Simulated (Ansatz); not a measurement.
**Which method gave which barrier?**

Saddle point of Si4H13O2F, closed shell (Si₄H₁₀O ([OH][Si]([SiH3])([SiH3])[SiH3]) + H₂O + HF → Si₃H₇OF ([OH][Si]([F])([SiH3])[SiH3]) + SiH₄ + H₂O; bonds formed: Si1–F9, Si2–H8; bonds broken: Si1–Si2, H8–F9), PBE0-D4/def2-TZVP structure:

Si1  (-0.649, 0.099, -0.249)
Si2  (1.584, -0.598, 0.880)
Si3  (-1.865, 1.521, 1.157)
Si4  (-1.276, -2.175, -0.076)
O5  (-0.714, 0.293, -1.880)
H6  (2.130, 1.322, -1.337)
O7  (2.668, 0.524, -1.471)
H8  (0.879, 0.791, 0.172)
F9  (0.613, 1.990, -0.415)
H10  (0.835, -1.016, 2.098)
H11  (1.893, -1.782, 0.052)
H12  (2.775, 0.180, 1.289)
H13  (-2.300, 2.700, 0.367)
H14  (-1.008, 1.940, 2.293)
H15  (-3.064, 0.819, 1.693)
H16  (-1.217, -2.659, 1.327)
H17  (-0.440, -3.048, -0.940)
H18  (-2.689, -2.235, -0.540)
H19  (-0.501, 1.199, -2.131)
H20  (2.344, 0.136, -2.288)
(Å)

Program: Ansatz 0.2.0. Basis: def2-TZVPP, with def2-QZVPP for the basis limit. Cores are frozen in the correlated methods. Extrapolation: Hartree–Fock as exp(−7.88 √X), correlation as X^−2.97. Four methods, as single points on the PBE0-D4 structures, gave these electronic barriers from the start structure: 142.4, 164.1, 204.9, 257.6 kJ/mol.

The methods were, in alphabetical order, BHLYP-D4, HF, r2SCAN-D4, SPW92. Which gave which? (Judge from chemistry; the calculation decides.)

By the calculation: SPW92 142.4; r2SCAN-D4 164.1; BHLYP-D4 204.9; HF 257.6 kJ/mol. For comparison, CCSD(T) at an estimated basis limit (MP2 extrapolated from triple and quadruple zeta, plus CCSD(T) − MP2 in triple zeta) gives 188.8 kJ/mol.

T1 diagnostic: at most 0.016.

Labels in which every atom is bracketed show which atoms are joined, not bond orders.

For scale, one of the runs: CCSD(T)/def2-TZVPP, 443 basis functions, launched by `ansatz run in.yaml --threads 4 --pin off --events-out ev --progress --plain --max-ram 63488MiB --backend cuda --devices 0, --max-vram 37GiB`. The run took 35 s on 4 CPU threads of an AMD EPYC 7R13 and a share of one NVIDIA H100 (shared host), with 1 GiB of host memory at its peak.
